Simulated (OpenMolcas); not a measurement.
**Ta2+: moving or changing the point charges**

Ta2+ among 5 point charges of -2 e arranged as a trigonal bipyramid (D3h), 2.11 Å from the ion, with the axial distance 2.363 Å. The active orbitals were held to one l.
```
   2.1100    0.0000    0.0000  -2.00
  -1.0550    1.8273    0.0000  -2.00
  -1.0550   -1.8273    0.0000  -2.00
   0.0000    0.0000    2.3632  -2.00
   0.0000    0.0000   -2.3632  -2.00
```

```json
{
 "Program": "OpenMolcas 26.06",
 "Method": "CASSCF",
 "Basis": "ANO-RCC-VDZP [7s6p4d2f1g]",
 "Scalar Hamiltonian": "DKH2, point nucleus",
 "Active space": "3 electrons in 5 orbitals (5d)",
 "State averaging": "2S+1 = 4 even, 10 roots; 2S+1 = 2 even, 40 roots",
 "Spin-orbit coupling": "RASSI with atomic mean-field integrals over the reference wave functions"
}
```

Runs around this geometry, states (labels of D3, the rotations of D3h). Energies in cm-1 above the lowest state or level, χT in cm3 K/mol.

| R (Å) | Axial / equatorial distance | Ground state | First state of that spin | First gap with spin-orbit (degeneracies) | χT at 300 K | First state of another spin |
| --- | --- | --- | --- | --- | --- | --- |
| 2.11 | 1.03 | 4E | 4E 10585 | 966.6 (2, 2) | 0.340 | 2E 7480 |
| 2.11 | 1.12 | 4E | 4E 12609 | 928.9 (2, 2) | 0.330 | 2E 5049 |
| 2.25 | 1.12 | 4E | 4E 10040 | 888.3 (2, 2) | 0.310 | 2E 6960 |

Taking the first state of the same spin as R^-n, n = -ln(10040 / 12609) / ln(2.25 / 2.11) = 3.5 between the shortest and longest distance.

An orbital doublet at a regular site is open to a Jahn-Teller distortion, which this geometry leaves out. Without dynamic correlation the repulsion within the d shell is too large (B by tens of per cent), so at a given field states of lower spin stand too high. This is an electrostatic model: the charges have no orbitals. An unlabelled pair can be two single states that coincide in this model. No measured value stands beside these numbers.
